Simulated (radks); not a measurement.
P VIII, 8 electrons, occupied as [He] 2s2 2p4 (the NIST ground configuration).

All-electron calculation, scalar-relativistic Kohn-Sham, r2SCAN, spin-polarised, spherical densities, finite nucleus; open shells are filled with parallel spins first; meta-GGA in the generalised Kohn-Sham scheme; Fermi nuclear charge, rms radius 3.1889 fm. Program: a radial shooting solver on a logarithmic mesh with Libxc functionals.

Energy parts (hartree):
total: -317.71031
kinetic: 318.97492
electron-nucleus: -705.62182
Hartree: 87.38123
exchange-correlation: -18.44464

Orbitals (lengths in bohr, moments of r in powers of bohr):
orbital	occ.	eigenvalue (hartree)	<r^4>	<1/r>
1s up	1	-84.41452	0.0005383	14.65
1s down	1	-84.20555	0.0005307	14.68
2s up	1	-12.68208	0.1340	3.031
2s down	1	-12.30706	0.1412	2.983
2p up	3	-10.96637	0.1120	2.933
2p down	1	-10.51196	0.1217	2.891
3s up	0	-4.01623	5.970	1.083
3s down	0	-3.90989	6.522	1.054

The highest occupied level is 2p down at -286.05 eV. Spin moment in Bohr magnetons: 2. The electron density at the nucleus is 2403 e/bohr^3 (large components only). Summed over all electrons, <r^2> = 1.544 bohr^2, which gives a Langevin (diamagnetic) susceptibility term of -1.22 x 10^-6 cm^3/mol. The density falls to 0.001 e/bohr^3 at r = 1.46 bohr. The spin density at the nucleus is -0.439 e/bohr^3 (1s -4.061, 2s 3.622).
